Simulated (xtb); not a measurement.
Cl2Fe, quintet, at a GFN2-xTB geometry (such geometries of metal compounds can be far from the true shape); GFN1-xTB (xtb).

xtb was given this input:
```
$ xtb mol.xyz --gfn 1 --uhf 4 --etemp 3000 --json

# file mol.xyz
3

Fe    -0.40815377     0.20857746    -0.36293014
Cl     1.54992816     0.14750098    -0.93808064
Cl    -0.92569298    -0.46650180     1.49315026
```

What the program printed (banner, timings and long lists left out):

```
   ID    Z sym.   atoms
    1   26 Fe     1
    2   17 Cl     2, 3

           -------------------------------------------------
          |                Calculation Setup                |
           -------------------------------------------------

           -------------------------------------------------
          |                 G F N 1 - x T B                 |
           -------------------------------------------------

          ...................................................
          :                      SETUP                      :
          :.................................................:
          :  # basis functions                  30          :
          :  # atomic orbitals                  27          :
          :  # shells                            9          :
          :  # electrons                        22          :
          :  # halogen bonds                     0          :
          :  max. iterations                   250          :
          :  Hamiltonian                  GFN1-xTB          :
          :  restarted?                      false          :
          :  GBSA solvation                  false          :
          :  PC potential                    false          :
          :  electronic temp.         3000.0000000     K    :
          :  accuracy                    1.0000000          :
          :  -> integral cutoff          0.2500000E+02      :
          :  -> integral neglect         0.1000000E-07      :
          :  -> SCF convergence          0.1000000E-05 Eh   :
          :  -> wf. convergence          0.2000000E-04 e    :
          :  Broyden damping             0.4000000          :
          :  net charge                          0          :
          :  unpaired electrons                  4          :
          ...................................................

 iter      E             dE          RMSdq      gap      omega  full diag
   1     -3.2310479 -0.323105E+01  0.337E+01    1.92       0.0  T
   2     23.3719422  0.266030E+02  0.534E+01    0.04       1.0  T
   3    -10.7743830 -0.341463E+02  0.132E+01    4.03       1.0  T
   4    -11.3608274 -0.586444E+00  0.814E+00    4.57       1.0  T
   5     -6.1016586  0.525917E+01  0.256E+01    2.80       1.0  T
   6     -9.5472332 -0.344557E+01  0.154E+01    4.12       1.0  T
   7     -8.2282642  0.131897E+01  0.191E+01    3.74       1.0  T
   8    -11.3598069 -0.313154E+01  0.644E+00    4.55       1.0  T
[...]
         :: total energy             -11.476347218694 Eh    ::
[...]
        13        1.0219           -0.4232975             -11.5185 (HOMO)
        14        0.0002           -0.2546589              -6.9296 (LUMO)
        15                         -0.1682856              -4.5793
        16                         -0.0714301              -1.9437
        17                         -0.0685712              -1.8659
        18                         -0.0656706              -1.7870
        19                         -0.0656195              -1.7856
        20                         -0.0654888              -1.7820
        21                         -0.0654791              -1.7818
        22                         -0.0523108              -1.4234
        23                         -0.0477003              -1.2980
        24                         -0.0372093              -1.0125
       ...                                ...                  ...
        27                          0.4346665              11.8279
      -------------------------------------------------------------
                  HL-Gap            0.1686386 Eh            4.5889 eV
             Fermi-level           -0.3982471 Eh          -10.8369 eV

  Mulliken/CM5 charges         n(s)   n(p)   n(d)
     1Fe    0.05932  0.20435   0.265  0.859  6.817
     2Cl   -0.02966 -0.10218   1.874  5.168 -0.012
     3Cl   -0.02966 -0.10218   1.874  5.168 -0.012

Wiberg/Mayer (AO) data.
largest (>0.10) Wiberg bond orders for each atom

 ---------------------------------------------------------------------------
     #   Z sym  total        # sym  WBO       # sym  WBO       # sym  WBO
 ---------------------------------------------------------------------------
     1  26 Fe   2.784 --     2 Cl   1.392     3 Cl   1.392
     2  17 Cl   1.457 --     1 Fe   1.392
     3  17 Cl   1.457 --     1 Fe   1.392
 ---------------------------------------------------------------------------

Topologies differ in total number of bonds
Writing topology from bond orders to xtbtopo.mol

 dipole moment from electron density (au)
     X       Y       Z
  -0.5403   0.2761  -0.4805  total (Debye):    1.967

           -------------------------------------------------
          | TOTAL ENERGY              -11.476347218694 Eh   |
          | GRADIENT NORM               0.012028426613 Eh/α |
          | HOMO-LUMO GAP               4.588890473381 eV   |
           -------------------------------------------------

normal termination of xtb
```
